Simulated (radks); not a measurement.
The numbers below are computed, except where a source is named.
Valence configurations of Os III (all share [Xe]). Code: a radial shooting solver on a logarithmic mesh with Libxc functionals. Model: scalar-relativistic Kohn-Sham, BLYP, spin-unpolarised, spherical densities, point nucleus. Energies are relative to 4f14 5d6; eigenvalues in eV.

| valence | E (eV) | e(4f) | e(5d) | e(6p) | e(6s) |
|---|---|---|---|---|---|
| 4f14 5d6 | 0.000 | -69.009 | -22.849 | - | - |
| 4f14 5d5 6p1 | 9.936 | -73.888 | -26.419 | -15.431 | - |
| 4f14 5d4 6p2 | 22.024 | -78.961 | -30.046 | -16.845 | - |
| 4f14 5d5 6s1 | 2.453 | -72.368 | -25.101 | - | -22.097 |
| 4f13 5d4 6p3 | 91.357 | -95.063 | -35.618 | -18.494 | - |
| 4f13 5d4 6s1 6p2 | 82.444 | -93.620 | -34.392 | -17.875 | -26.697 |
| 4f13.5 5d5 6s1.5 | 29.166 | -79.412 | -27.115 | - | -22.920 |
| 4f13.5 5d6 6p0.5 | 29.239 | -76.617 | -25.400 | -14.819 | - |
| 4f12.5 5d6 6s1 6p0.5 | 90.055 | -91.046 | -29.457 | -15.834 | -23.814 |
| 4f13 5d5 6s1 6p1 | 67.145 | -88.218 | -30.547 | -16.455 | -24.655 |

NIST lists [Xe] 4f14 5d6 as the ground configuration; this level of theory agrees among the configurations tried. The energies are those of spherical spin-averaged densities, not of single terms.
